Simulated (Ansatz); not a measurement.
F2Ge, SMILES `[F][Ge][F]` (lower singlet) (charge 0, multiplicity 1). This singlet lies 3.49 eV below the relaxed triplet at the level frozen-core CCSD(T)/cc-pVTZ // B3LYP-D3(BJ)/def2-TZVP (Ansatz, a quantum-chemistry and plane-wave program).

Calculation: Ansatz with r2SCAN/cc-pVTZ // B3LYP-D3(BJ)/def2-TZVP.

Ansatz 0.2 input:
```yaml
crystal:
  periodic: [false, false, false]
  atoms:
    - { symbol: F, position_ang: [1.321821, -0.383988, -0.000004] }
    - { symbol: Ge, position_ang: [-0.001652, 0.773616, -0.000001] }
    - { symbol: F, position_ang: [-1.320169, -0.389628, 0.000005] }
basis:
  gaussian: { orbitals: cc-pVTZ }
hamiltonian:
  xc: r2scan
```

Output:

```
Functional definition: r2SCAN
649 factors; their error is unknown
mean field evaluation 1: about -61950.5618 eV, gradient 5.4e1 eV
mean field evaluation 2: about -61918.8131 eV, gradient 1.5e2 eV
mean field evaluation 4: about -61954.7495 eV, gradient 2.7e0 eV
mean field evaluation 8: about -61954.7539 eV, gradient 4.2e-2 eV
mean field evaluation 16: about -61954.7539 eV, gradient 1.2e-5 eV
mean field -61954.75394379 eV, -2276.7952129936 hartree, gradient 1.2e-5 eV, S^2 0.000000; 0 other end points of the search recorded, 0 dependent functions left out
reference -61954.75395209 eV, -2276.7952132986 hartree; 25, 25 occupied and 78, 78 virtual orbitals, 649 factors
Total energy: -61954.75395209 eV, -2276.7952132986 hartree
```
